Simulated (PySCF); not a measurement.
**Field gradients at the hydrogen positions**

Compound: C6H14OSi2.
Structure used (GFN2-xTB), in Å, numbered top down from 1:
```xyz
23
C6H14OSi2 angstrom
C     -0.096   -1.345    2.036
C     -0.375   -0.898    0.821
C     -1.267   -1.628   -0.147
C     -1.848   -0.608   -1.129
C     -0.721    0.317   -1.587
Si     0.262    0.707    0.015
Si    -0.104    2.716    1.066
O      1.891    0.750   -0.160
C      2.754   -0.266   -0.585
H     -0.494   -2.274    2.420
H      0.551   -0.798    2.703
H     -2.055   -2.183    0.366
H     -0.659   -2.350   -0.701
H     -2.326   -1.110   -1.973
H     -2.608   -0.015   -0.616
H     -0.096   -0.200   -2.319
H     -1.130    1.193   -2.089
H      0.563    2.828    2.366
H      0.317    3.881    0.283
H     -1.536    2.898    1.326
H      3.766    0.141   -0.603
H      2.715   -1.112    0.104
H      2.490   -0.615   -1.586
```

Level: PBE0/pcSseg-1 (PySCF, non-relativistic); Q(2H) = 0.00286 b; rigid geometry, the same for H and D, with no vibrational averaging.

Question: Rank these positions by the coupling χzz of a deuteron there, largest first.
A. H11 (vinylic hydrogen)
B. H16 (methylene hydrogen)
C. H18 (Si–H hydrogen)
D. H12 (methylene hydrogen)
E. H23 (methyl hydrogen)

Answer: A (224 kHz), B (211 kHz), D (206 kHz), E (201 kHz), C (111 kHz).

What are Vzz, η and χzz (234.96 MHz × Q × Vzz) at all hydrogens?

```json
{"atom": "H10", "bonded to": "C1", "bond length (Å)": "1.081", "Vzz (au)": "0.3297", "η": "0.04", "χzz (kHz)": "222"}
{"atom": "H11", "bonded to": "C1", "bond length (Å)": "1.078", "Vzz (au)": "0.3341", "η": "0.05", "χzz (kHz)": "224"}
{"atom": "H12", "bonded to": "C3", "bond length (Å)": "1.092", "Vzz (au)": "0.3064", "η": "0.02", "χzz (kHz)": "206"}
{"atom": "H13", "bonded to": "C3", "bond length (Å)": "1.095", "Vzz (au)": "0.3008", "η": "0.00", "χzz (kHz)": "202"}
{"atom": "H14", "bonded to": "C4", "bond length (Å)": "1.092", "Vzz (au)": "0.3059", "η": "0.01", "χzz (kHz)": "206"}
{"atom": "H15", "bonded to": "C4", "bond length (Å)": "1.093", "Vzz (au)": "0.3024", "η": "0.01", "χzz (kHz)": "203"}
{"atom": "H16", "bonded to": "C5", "bond length (Å)": "1.093", "Vzz (au)": "0.3135", "η": "0.03", "χzz (kHz)": "211"}
{"atom": "H17", "bonded to": "C5", "bond length (Å)": "1.089", "Vzz (au)": "0.3191", "η": "0.03", "χzz (kHz)": "214"}
{"atom": "H18", "bonded to": "Si7", "bond length (Å)": "1.465", "Vzz (au)": "0.1648", "η": "0.01", "χzz (kHz)": "111"}
{"atom": "H19", "bonded to": "Si7", "bond length (Å)": "1.466", "Vzz (au)": "0.1641", "η": "0.01", "χzz (kHz)": "110"}
{"atom": "H20", "bonded to": "Si7", "bond length (Å)": "1.467", "Vzz (au)": "0.1632", "η": "0.00", "χzz (kHz)": "110"}
{"atom": "H21", "bonded to": "C9", "bond length (Å)": "1.090", "Vzz (au)": "0.3030", "η": "0.07", "χzz (kHz)": "204"}
{"atom": "H22", "bonded to": "C9", "bond length (Å)": "1.092", "Vzz (au)": "0.2966", "η": "0.07", "χzz (kHz)": "199"}
{"atom": "H23", "bonded to": "C9", "bond length (Å)": "1.092", "Vzz (au)": "0.2992", "η": "0.08", "χzz (kHz)": "201"}
```

Average by the element that carries the hydrogen.

on C: 208 kHz over 11 positions, mean bond length 1.090 Å; on Si: 110 kHz over 3 positions, mean bond length 1.466 Å.

How does χzz go with the bond length over the 11 C–H bonds?

A straight-line fit has a slope of -14.4 kHz for each 0.01 Å, with a correlation coefficient of -0.90, over lengths from 1.078 to 1.095 Å. The longer bonds have the smaller couplings here.

A static deuteron (I = 1) shows a doublet split by (3/2)χ, (3/4)χ(1 + η) and (3/4)χ(1 − η) with the field along z, y and x of the gradient. What are these for H16?

With |χ| = 210.6 kHz and η = 0.033: 316, 163 and 153 kHz, to first order and without motion.

Geometry: GFN2-xTB, one conformer, isolated molecule. GFN2-xTB frequencies show an imaginary mode (26i cm⁻¹), so this geometry is no minimum at that level. GFN2-xTB bond lengths can be off by several hundredths of an ångström, more for odd bonds, and the gradients follow them. The basis is small and wasn't made for field gradients, so the couplings can be 20 % off.
